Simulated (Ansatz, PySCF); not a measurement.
Reaction 2 R1 → P1 + P2, each structure at its B3LYP-D3(BJ)/def2-TZVP stationary point, reached from a drawn start (curvature not checked).
P1, BI3 (SMILES IB(I)I) (charge 0, multiplicity 1):
| atom | x (Å) | y (Å) | z (Å) |
|---|---|---|---|
| B | 0.0000 | 0.0000 | 0.0000 |
| I | 2.1252 | 0.0000 | 0.0000 |
| I | -1.0626 | 1.8404 | 0.0000 |
| I | -1.0626 | -1.8404 | 0.0000 |
R1: BI2 (SMILES I[B]I), charge 0, multiplicity 2.
P2: BI (SMILES [B]I), charge 0, multiplicity 1.

P less R. No zero-point or thermal terms; singlets are restricted closed shells; open shells are unrestricted; no spin–orbit coupling.

Programs: Ansatz (a quantum-chemistry and plane-wave program); PySCF for M06-2X and the D3/D4 terms. All values are computed, each at the level named. Elements past Kr take the def2 small-core potentials, without spin–orbit coupling.

One of these levels gives -28.4 kJ/mol for the reaction energy. Which one is it?
(A) M06-2X/def2-TZVPP
(B) revPBE/def2-TZVPP
(C) BLYP-D4/def2-TZVPP
(D) HF/def2-SVP

D, HF/def2-SVP. The others give -97.5 (BLYP-D4/def2-TZVPP), -82.0 (revPBE/def2-TZVPP), -107.8 (M06-2X/def2-TZVPP)
